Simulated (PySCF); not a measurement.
A structure optimised at PBE0-D3(BJ)/def2-SVP, used in a PySCF frequency run:

```xyz
8

B      0.7026     0.5350     0.0000
F      2.0157     0.4052     0.0000
Br    -0.3265    -1.0901     0.0000
C      0.0543     1.9372     0.0000
C     -1.2687     2.1540     0.0000
H      0.7305     2.8014     0.0000
H     -1.6939     3.1628     0.0000
H     -1.9779     1.3191     0.0000
```
Charge 0, spin multiplicity 1.

### Question
Write its SMILES, formula and point group.

### Answer
C=CB(F)Br, C2H3BBrF, Cs

### Question
What are its rotational constants (standard atomic weights)?

### Answer
4.3334, 2.2901, 1.4983 GHz
